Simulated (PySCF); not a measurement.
Start geometry of `CN(C)c1ccccc1Cl` from GFN2-xTB (Å):
```
atom  x, y, z in Å
C1    -2.0415    0.8594    0.8237
N2    -1.2570   -0.2620    0.3507
C3    -2.0073   -1.1129   -0.5406
C4     0.0964   -0.0719    0.0966
C5     0.6704   -0.3429   -1.1505
C6     2.0247   -0.1926   -1.3771
C7     2.8609    0.2385   -0.3633
C8     2.3279    0.4920    0.8887
C9     0.9755    0.3249    1.1165
Cl10   0.4078    0.5592    2.7411
H11   -1.4202    1.5683    1.3605
H12   -2.5168    1.3855   -0.0159
H13   -2.8240    0.4991    1.4944
H14   -2.2868   -0.6175   -1.4816
H15   -2.9253   -1.4064   -0.0296
H16   -1.4346   -2.0111   -0.7630
H17    0.0379   -0.6623   -1.9633
H18    2.4248   -0.4047   -2.3575
H19    3.9177    0.3665   -0.5362
H20    2.9643    0.8016    1.7033
```

Q: What comes out of this run: PBE0-D3(BJ)/def2-SVP geometry optimisation, gas phase in PySCF?

A: 
```
atom  x, y, z in Å
C1    -1.9772    1.0702    1.4195
N2    -1.2079   -0.0855    1.0097
C3    -1.9406   -0.9621    0.1358
C4     0.1516    0.1007    0.7465
C5     0.7033   -0.1435   -0.5235
C6     2.0616    0.0182   -0.7807
C7     2.9205    0.4476    0.2264
C8     2.4079    0.6871    1.4991
C9     1.0535    0.5023    1.7582
Cl10   0.5083    0.7001    3.3961
H11   -1.4026    1.6996    2.1081
H12   -2.2839    1.6905    0.5518
H13   -2.8881    0.7442    1.9457
H14   -2.1876   -0.5111   -0.8496
H15   -2.8932   -1.2311    0.6179
H16   -1.3764   -1.8891   -0.0397
H17    0.0429   -0.4565   -1.3331
H18    2.4452   -0.1821   -1.7839
H19    3.9863    0.5842    0.0333
H20    3.0584    0.9956    2.3194
```

The energy falls by 1.2 kcal/mol over 11 energy and gradient evaluations, the largest force component goes from 0.0095 to 1.6e-04 Eh/bohr, and the atoms move by 0.092 Å rms after alignment. Among the bonds, C3–H14, C5–H17, C6–H18, C7–H19 and C8–H20 change most and about equally (+0.012 to +0.013 Å). Bonds longer at the end by more than 0.005 Å: 17 of 20; shorter: 0. Among the dihedrals that turn most is H11–C1–N2–C4, from -27° to -40°. Rotational constants go from 1439, 1169, 686.5 to 1417, 1159, 683.9 MHz. The orientation of the end geometry is arbitrary; only internal coordinates are fixed.

The run used 194 basis functions and 69 SCF cycles in all.

Whether it is a minimum is left open (no frequencies).
